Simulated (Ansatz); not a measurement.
Consider the formal exchange of groups at the Si–Al bond: `C[Si]([AlH2])([SiH3])Cl` + CH₄ → `C[Si](C)([SiH3])Cl` + `[AlH3]`.

Calculated with Ansatz (gas phase, PBE0-D4/def2-TZVP geometries, no zero-point term in ΔE). CCSD(T)/CBS is the MP2 limit (def2-TZVPP, def2-QZVPP) plus CCSD(T) − MP2 in def2-TZVPP, frozen cores. This one scheme is used for every species. DFT in def2-TZVPP. B3LYP here is the variant with VWN-RPA as its local correlation; programs differ in this.

```json
{"level": "B3LYP-D4", "ΔE (kJ/mol)": "6.9", "difference from CCSD(T)/CBS": "2.6"}
{"level": "B2PLYP", "ΔE (kJ/mol)": "3.9", "difference from CCSD(T)/CBS": "-0.4"}
{"level": "r2SCAN", "ΔE (kJ/mol)": "8.6", "difference from CCSD(T)/CBS": "4.3"}
{"level": "PBE0", "ΔE (kJ/mol)": "13.9", "difference from CCSD(T)/CBS": "9.6"}
{"level": "B3LYP", "ΔE (kJ/mol)": "7.9", "difference from CCSD(T)/CBS": "3.6"}
{"level": "HF/def2-TZVPP", "ΔE (kJ/mol)": "-4.4", "difference from CCSD(T)/CBS": "-8.7"}
{"level": "SCS-MP2/def2-TZVPP", "ΔE (kJ/mol)": "-2.0", "difference from CCSD(T)/CBS": "-6.3"}
{"level": "CCSD/def2-TZVPP", "ΔE (kJ/mol)": "1.9", "difference from CCSD(T)/CBS": "-2.4"}
{"level": "HF/def2-QZVPP", "ΔE (kJ/mol)": "-5.3", "difference from CCSD(T)/CBS": "-9.6"}
{"level": "HF/CBS(def2)", "ΔE (kJ/mol)": "-5.4", "difference from CCSD(T)/CBS": "-9.7"}
{"level": "CCSD(T)/CBS", "ΔE (kJ/mol)": "4.3", "difference from CCSD(T)/CBS": "0"}
```

Largest T1 diagnostic among the species: 0.012.

From PBE to PBE0 (25 % exact exchange), in def2-TZVPP and without D4, ΔE moves by −5.6 kJ/mol.
